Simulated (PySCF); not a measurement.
CH2Cl (SMILES [CH2]Cl), doublet, at a GFN2-xTB geometry; PBE0-D3BJM/STO-3G run with PySCF.

Input for PySCF:
```python
from pyscf import gto, scf, dft

mol = gto.M(
    atom='''
C    -1.09862696    0.00303740   -0.02301348
Cl    0.57686873   -0.00159488    0.01208396
H    -1.60478493    0.94530203   -0.03926969
H    -1.61022182   -0.93641342   -0.02807665
''',
    basis='sto-3g',
    spin=1,
    verbose=4,
)

mf = dft.UKS(mol)
mf.xc = 'pbe0'
mf.disp = 'd3bjm'
mf.kernel()
```

What the program printed (banner, timings and long lists left out):

```
PySCF version 2.14.0

[INPUT] verbose = 4
[INPUT] num. atoms = 4
[INPUT] num. electrons = 25
[INPUT] charge = 0
[INPUT] spin (= nelec alpha-beta = 2S) = 1
[INPUT] symmetry False subgroup None
[INPUT] Mole.unit = angstrom
[INPUT] Symbol           X                Y                Z      unit          X                Y                Z       unit  Magmom
[INPUT]  1 C     -1.098626960000   0.003037400000  -0.023013480000 AA   -2.076104067463   0.005739854131  -0.043489174373 Bohr   0.0
[INPUT]  2 Cl     0.576868730000  -0.001594880000   0.012083960000 AA    1.090123909526  -0.003013886402   0.022835374900 Bohr   0.0
[INPUT]  3 H     -1.604784930000   0.945302030000  -0.039269690000 AA   -3.032604006529   1.786361941695  -0.074208959097 Bohr   0.0
[INPUT]  4 H     -1.610221820000  -0.936413420000  -0.028076650000 AA   -3.042878239599  -1.769564903167  -0.053057178995 Bohr   0.0

nuclear repulsion = 45.9885808427322
number of shells = 10
number of NR pGTOs = 48
number of NR cGTOs = 16
basis = sto-3g
ecp = {}

******** <class 'pyscf.dft.uks.UKS'> ********
method = UKS
initial guess = minao
damping factor = 0
level_shift factor = 0
DIIS = <class 'pyscf.scf.diis.CDIIS'>
diis_start_cycle = 1
diis_space = 8
diis_damp = 0
SCF conv_tol = 1e-09
SCF conv_tol_grad = None
SCF max_cycles = 50
direct_scf = True
direct_scf_tol = 1e-13
number electrons alpha = 13  beta = 12
XC library pyscf.dft.libxc version 7.1.2
    S. Lehtola, C. Steigemann, M. J. T. Oliveira, and M. A. L. Marques,  SoftwareX 7, 1–5 (2018)
XC functionals = pbe0
    C. Adamo and V. Barone,  J. Chem. Phys. 110, 6158 (1999)
    M. Ernzerhof and G. E. Scuseria,  J. Chem. Phys. 110, 5029 (1999)
radial grids:
    Treutler-Ahlrichs [JCP 102, 346 (1995); DOI:10.1063/1.469408] (M4) radial grids

becke partition: Becke, JCP 88, 2547 (1988); DOI:10.1063/1.454033
pruning grids: <function nwchem_prune>
grids dens level: 3
symmetrized grids: False
atomic radii adjust function: <function treutler_atomic_radii_adjust>
small_rho_cutoff = 0
Set gradient conv threshold to 3.16228e-05
tot grids = 52616
Calc dispersion correction with DFTD3.
Parameters: xc=pbe0, version=d3bjm, atm=False
init E= -493.577040513418

cycle= 1 E= -493.74695230645  delta_E= -0.17  |g|= 0.0988  |ddm|=  1.8
cycle= 2 E= -493.753932932484  delta_E= -0.00698  |g|= 0.0653  |ddm|= 0.336
cycle= 3 E= -493.757506486353  delta_E= -0.00357  |g|= 0.0147  |ddm|= 0.133
cycle= 4 E= -493.757685531387  delta_E= -0.000179  |g|= 0.00327  |ddm|= 0.0242
cycle= 5 E= -493.757704565524  delta_E= -1.9e-05  |g|= 0.000452  |ddm|= 0.0117
cycle= 6 E= -493.75770491857  delta_E= -3.53e-07  |g|= 5.4e-05  |ddm|= 0.00162
cycle= 7 E= -493.757704923611  delta_E= -5.04e-09  |g|= 8.14e-06  |ddm|= 0.00018
cycle= 8 E= -493.757704923718  delta_E= -1.07e-10  |g|= 2.09e-07  |ddm|= 2.93e-05
Extra cycle  E= -493.757704923718  delta_E= -2.27e-13  |g|= 1.23e-07  |ddm|= 5.71e-07
converged SCF energy = -493.757704923718  <S^2> = 0.75445734  2S+1 = 2.0044524
```
